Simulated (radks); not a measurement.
Spherical quantum dot in the effective-mass picture: electrons in a parabolic well V = omega^2 r^2 / 2 with omega = 0.125, with a point charge +1 (a donor) at the centre, all in effective atomic units (hartree* = m*/eps^2 hartree, bohr* = eps/m* bohr), one dielectric constant everywhere. Method: non-relativistic Kohn-Sham, exchange-only LDA, spin-polarised, spherical densities; computed with a radial shooting solver with Libxc functionals. Levels are named by radial order and angular momentum (1s, 1p, 1d, 2s, ...), and open shells are averaged over m. At N = 18 the configuration is 1s2 1p6 1d(up 5, down 3) 2s2. Does electron 19 go into 1f down or 1f up or 1d down?

Answer. Into 1d down. The total energies of the other choices lie higher by 0.0346 hartree* (1f up), 0.0457 hartree* (1f down).
